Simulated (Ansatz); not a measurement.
`C[Si](C)(C)C#Cc1ccc(-c2ccc(-c3ccc(C#C[Si](C)(C)C)nc3)nc2)nc1`. Charge 0, multiplicity 1. Geometry r2SCAN-D4/def2-SVP; atoms count from 1.

Cartesian coordinates in Å:
```
C -3.566 -9.444 -4.005
Si -1.780 -9.300 -3.440
C -1.435 -10.494 -2.031
C -0.605 -9.612 -4.872
C -1.505 -7.582 -2.823
C -1.329 -6.441 -2.402
C -1.116 -5.126 -1.914
C -2.143 -4.374 -1.306
C -1.870 -3.093 -0.845
C -0.571 -2.565 -0.988
C -0.203 -1.214 -0.516
C 1.093 -0.713 -0.733
C 1.427 0.556 -0.282
C 0.459 1.329 0.393
C 0.740 2.685 0.907
C 2.007 3.292 0.840
C 2.183 4.573 1.348
C 1.079 5.236 1.924
C 1.233 6.552 2.457
C 1.394 7.683 2.908
Si 1.574 9.383 3.602
C 0.465 10.539 2.620
C 3.373 9.906 3.448
C 1.051 9.339 5.406
N -0.143 4.667 1.996
C -0.293 3.443 1.505
N -0.782 0.851 0.601
C -1.095 -0.361 0.165
N 0.408 -3.281 -1.574
C 0.151 -4.502 -2.016
H -3.777 -10.459 -4.379
H -4.263 -9.238 -3.176
H -3.787 -8.731 -4.815
H -2.103 -10.304 -1.175
H -0.397 -10.401 -1.675
H -1.590 -11.536 -2.357
H 0.445 -9.506 -4.556
H -0.783 -8.902 -5.696
H -0.738 -10.633 -5.270
H -3.143 -4.804 -1.205
H -2.667 -2.511 -0.378
H 1.815 -1.342 -1.258
H 2.433 0.942 -0.460
H 2.861 2.771 0.399
H 3.156 5.068 1.311
H 0.749 10.554 1.556
H -0.589 10.222 2.682
H 0.535 11.569 3.007
H 3.521 10.920 3.854
H 3.697 9.912 2.395
H 4.035 9.220 4.001
H 1.135 10.339 5.862
H 0.006 9.005 5.506
H 1.682 8.646 5.986
H -1.290 2.996 1.573
H -2.123 -0.682 0.377
H 0.979 -5.048 -2.484
```

Single mean-field runs in def2-TZVP are fitted with def2-universal-jkfit.

(1) Estimate the Mulliken populations of the heavy atoms from the PBE0/def2-TZVP orbitals of Ansatz.

(2) And the Mayer bond orders between heavy atoms (over 0.3)?

## Answers

(1) 
| atom | charge (e) |
| --- | --- |
| C1 | -0.48 |
| Si2 | 0.33 |
| C3 | -0.48 |
| C4 | -0.48 |
| C5 | 0.06 |
| C6 | -0.01 |
| C7 | -0.09 |
| C8 | -0.19 |
| C9 | -0.18 |
| C10 | 0.27 |
| C11 | 0.05 |
| C12 | -0.21 |
| C13 | -0.18 |
| C14 | 0.27 |
| C15 | 0.06 |
| C16 | -0.12 |
| C17 | -0.19 |
| C18 | -0.05 |
| C19 | -0.04 |
| C20 | 0.11 |
| Si21 | 0.34 |
| C22 | -0.48 |
| C23 | -0.48 |
| C24 | -0.48 |
| N25 | -0.21 |
| C26 | -0.12 |
| N27 | -0.22 |
| C28 | -0.10 |
| N29 | -0.22 |
| C30 | -0.12 |
Mulliken values depend strongly on the basis.

(2) C1–Si2 1.01 (1.88 Å); Si2–C3 1.01 (1.88 Å); Si2–C4 1.01 (1.88 Å); Si2–C5 0.98 (1.85 Å); C5–C6 2.56 (1.23 Å); C6–C7 1.17 (1.42 Å); C7–C8 1.34 (1.41 Å); C7–C30 1.33 (1.42 Å); C8–C9 1.46 (1.39 Å); C9–C10 1.36 (1.41 Å); C10–C11 0.99 (1.48 Å); C10–N29 1.36 (1.35 Å); C11–C12 1.34 (1.41 Å); C11–C28 1.32 (1.41 Å); C12–C13 1.44 (1.39 Å); C13–C14 1.34 (1.41 Å); C14–C15 1.00 (1.48 Å); C14–N27 1.33 (1.35 Å); C15–C16 1.36 (1.41 Å); C15–C26 1.33 (1.41 Å); C16–C17 1.44 (1.39 Å); C17–C18 1.38 (1.41 Å); C18–C19 1.29 (1.43 Å); C18–N25 1.36 (1.35 Å); C19–C20 2.57 (1.23 Å); C20–Si21 0.97 (1.85 Å); Si21–C22 1.01 (1.88 Å); Si21–C23 1.00 (1.88 Å); Si21–C24 1.01 (1.88 Å); N25–C26 1.57 (1.33 Å); N27–C28 1.60 (1.33 Å); N29–C30 1.58 (1.32 Å).
